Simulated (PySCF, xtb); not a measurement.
Sn(F)(NH2) (FH2NSn), SMILES [NH2][Sn][F] (connectivity only; charge and spin as stated), neutral, multiplicity 1. One conformer was computed; it need not be the lowest.

Harmonic wavenumbers (cm⁻¹) from GFN2-xTB run with xtb at its own minimum, in rising order: 138, 295, 382, 384, 465, 522, 1456, 3399, 3427.

Task: What does PBE-D3(BJ)/def2-TZVP (PySCF) give at its own minimum? (An estimate is asked for; the answer gives what the named calculation found.)

Result: 173, 332, 439, 536, 579, 602, 1480, 3451, 3571. Paired by order, the mean absolute difference is 77 cm⁻¹ and the zero-point energies are 15.0 and 16.0 kcal/mol.
